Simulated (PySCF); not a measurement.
B3LYP has the VWN-RPA correlation part, as in Gaussian. 

```xyz
9

O      2.6849    -0.2979    -0.6115
C      1.3938    -0.2746    -0.3973
C      0.2018    -0.2193    -0.2684
C     -1.2438    -0.1077    -0.1044
O     -1.6468     0.9344     0.7833
H      3.1384    -0.7673     0.1023
H     -1.6490    -1.0271     0.3215
H     -1.7068     0.0242    -1.0904
H     -1.1726     1.7353     0.5334
```

Charge 0, multiplicity 1.

**Question.** Give the Mulliken and meta-Löwdin atomic charges from PySCF with B3LYP-D3(BJ)/def2-TZVP.

**Answer.** 
```json
[
 {"atom": "O1", "Mulliken (e)": "-0.37", "meta-Löwdin (e)": "-0.41"},
 {"atom": "C2", "Mulliken (e)": "0.29", "meta-Löwdin (e)": "0.13"},
 {"atom": "C3", "Mulliken (e)": "-0.34", "meta-Löwdin (e)": "-0.17"},
 {"atom": "C4", "Mulliken (e)": "-0.01", "meta-Löwdin (e)": "0.01"},
 {"atom": "O5", "Mulliken (e)": "-0.45", "meta-Löwdin (e)": "-0.54"},
 {"atom": "H6", "Mulliken (e)": "0.35", "meta-Löwdin (e)": "0.38"},
 {"atom": "H7", "Mulliken (e)": "0.12", "meta-Löwdin (e)": "0.14"},
 {"atom": "H8", "Mulliken (e)": "0.11", "meta-Löwdin (e)": "0.12"},
 {"atom": "H9", "Mulliken (e)": "0.30", "meta-Löwdin (e)": "0.34"}
]
```
